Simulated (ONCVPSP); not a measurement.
## Which change was made? (Mn, ONCV)

```
Element                 : manganese (Mn)
Generator               : ONCVPSP 4.0.1
Type                    : optimised norm-conserving Vanderbilt (ONCV)
Functional              : BLYP
Relativity              : scalar-relativistic
Frozen core             : [Ar]
Valence charge          : 7
Reference configuration : 3d5 4s2
Partial waves           : 4s: rc 2.75 bohr, ncon 3, nbas 8, qcut 2.2 1/bohr, 2 projectors, debl 1.5 Ha; p scattering state at 0.11 Ha: rc 2.30 bohr, ncon 4, nbas 9, qcut 2.9 1/bohr, 2 projectors, debl 2.3 Ha; 3d: rc 1.80 bohr, ncon 5, nbas 9, qcut 7.7 1/bohr, local
Local potential         : the d channel
Core correction         : Teter function, fcfact 3.75, rcfact 1.3
```

Cutoffs, loose and tight: the cutoffs (Ha) at which the residual kinetic energy of the hardest occupied pseudo-wave falls to 1 and 0.1 mHa per electron. They do not see the model core or the augmentation charge, which bear on the density cutoff. Test errors are all-electron minus pseudo excitation energies from the reference, over the configurations 3d5 4s1; 3d5 4s0; 3d4 4s0; 3d5 4s0 4p1; variants that change the core or the reference have their own tests.

The base gives: outcome: generated; cutoff, loose: 29 Ha; cutoff, tight: 80 Ha; bound ghosts: s; GHOST(+) flags above zero: p; largest test error (meV): -482.

After one change the result is: outcome: generated; cutoff, loose: 29 Ha; cutoff, tight: 80 Ha; bound ghosts: s; GHOST(+) flags above zero: p; largest test error (meV): -294. Which change was it?
A. s: qcut 3.3
B. s: qcut 2.8
C. s: qcut 1.7

B. The others give: s: qcut 1.7 → outcome: generated; cutoff, loose: 29 Ha; cutoff, tight: 80 Ha; bound ghosts: s; GHOST(+) flags above zero: p; largest test error (meV): -653 | s: qcut 3.3 → outcome: generated; cutoff, loose: 29 Ha; cutoff, tight: 80 Ha; bound ghosts: s; GHOST(+) flags above zero: p; largest test error (meV): -192.
